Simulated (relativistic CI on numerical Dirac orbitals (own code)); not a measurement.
**Crystal-field levels of Mn⁵⁺, 3d2**

Calculated by Dirac-Coulomb-Breit CI, separate exchange-only KLI orbitals for each configuration, QED by a radiative potential, valence Slater integrals scaled by 0.9, one configuration in a parametric crystal field (own radial code). With so little scaling, terms lie 10 to 35 % too far apart, which can change the order of excited levels.

Field parameters in Wybourne normalisation: Oh B⁴₀ = 21Dq, B⁴₄ = √(5/14) B⁴₀. The field is a parameter set, without covalency.

S is read from ⟨S²⟩ = S(S + 1).

Levels (cm⁻¹, degeneracy): 0 (2), 30 (3), 670 (3), 990 (1), 14681 (1), 14684 (3), 15028 (3), 15042 (2), 18534 (3), 19019 (2), 31285 (3), 31782 (1).

Q: Which field gives this pattern?
A. Oh, 10Dq = 16400 cm⁻¹
B. Oh, 10Dq = 24150 cm⁻¹
C. Oh, 10Dq = 17450 cm⁻¹

A: A. Oh, 10Dq = 16400 cm⁻¹, ground level with S = 1.00.
